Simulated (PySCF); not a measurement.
Compound: C5H9ClSi.
Geometry (PBE0-D3(BJ)/def2-SVP, Å), atoms numbered from 1 in this order:
```xyz
16
C5H9ClSi angstrom
Cl     2.6729   -2.0728    2.9516
C      3.3612   -1.4488    1.4149
C      2.2800   -0.9454    0.4705
C      1.3533   -2.0404   -0.0020
C      0.0801   -2.0514    0.4178
C     -0.4107   -0.9611    1.3343
Si     1.0182    0.2785    1.2338
H      4.0628   -0.6486    1.6883
H      3.9335   -2.2809    0.9777
H      2.8050   -0.4867   -0.3876
H      1.7440   -2.8356   -0.6479
H     -0.6009   -2.8541    0.1132
H     -0.5605   -1.3473    2.3575
H     -1.3768   -0.5458    1.0050
H      0.7120    1.3651    0.2515
H      1.4520    0.9087    2.5153
```

Computed, not measured: core-valence-separated Tamm–Dancoff BHandHLYP/aug-pcX-1 (pcseg-1 on H, def2-SVPD on Si, def2-SVPD on Cl) in PySCF, non-relativistic, gas phase, PBE0-D3(BJ)/def2-SVP geometry. BHandHLYP without relativity tends to put these K edges a few eV too low, so spacings mean more than positions.

**Question.** List the carbon K-edge absorption lines.

**Answer.** 
| E (eV) | f | core hole on | main final orbital | polarisation |
| --- | --- | --- | --- | --- |
| 282.79 | 0.0595 | C5 | LUMO+6 (30 %) | normal to the local trigonal plane |
| 282.86 | 0.0635 | C4 | LUMO+6 (37 %) | normal to the local trigonal plane |
| 285.02 | 0.0695 | C2 | spread | – |
| 285.24 | 0.0063 | C6 | LUMO+1 (37 %) | – |
| 285.39 | 0.0147 | C3 | LUMO (73 %) | – |
| 285.41 | 0.0072 | C6 | LUMO+1 (33 %) | – |
| 285.77 | 0.0151 | C4 | LUMO+1 (34 %) | in the local trigonal plane |
| 285.85 | 0.0204 | C6 | spread | – |
| 285.96 | 0.0176 | C5 | LUMO+1 (50 %) | in the local trigonal plane |
| 285.98 | 0.0159 | C3 | LUMO+5 (31 %) | – |
| 286.05 | 0.0204 | C6 | spread | – |
| 286.31 | 0.0138 | C3 | spread | – |
| 286.54 | 0.0123 | C6 | spread | – |
| 286.55 | 0.0035 | C3 | LUMO+3 (47 %) | – |
| 286.67 | 0.0027 | C4 | LUMO (46 %) | mixed |
| 286.88 | 0.0039 | C6 | LUMO (39 %) | – |
| 286.91 | 0.0036 | C5 | LUMO (35 %) | in the local trigonal plane |
| 287.03 | 0.0029 | C4 | spread | mixed |
| 287.03 | 0.0087 | C3 | spread | – |
| 287.04 | 0.0002 | C6 | spread | – |
| 287.09 | 0.0134 | C2 | LUMO (78 %) | – |
| 287.13 | 0.0021 | C5 | spread | mixed |
| 287.14 | 0.0015 | C6 | LUMO+7 (31 %) | – |

The first line with a tenth or more of the strongest one's intensity is at 282.79 eV (f = 0.060), with the hole on C5 (alkene CH carbon), polarised normal to the local trigonal plane: a 1s→π* resonance. The strongest listed is at 285.02 eV (f = 0.069; C2).

Roots within 0.03 eV whose holes lie on the same, on equivalent or on shared atoms are summed into one line, and the highest roots are left out, as the search may have cut off their partners. Final orbitals are the ground state's empty Kohn–Sham orbitals. A dash: too weak, shared between unlike atoms, or no plane or axis to refer to.

**Question.** What are the wavelength and the wavenumber of the 285.98 eV line?

**Answer.** λ = 12398.42 eV Å/285.98 eV = 43.354 Å; 2.3066 × 10⁶ cm⁻¹.

Only the lowest roots of each edge were sought.

One conformer stands for the species.
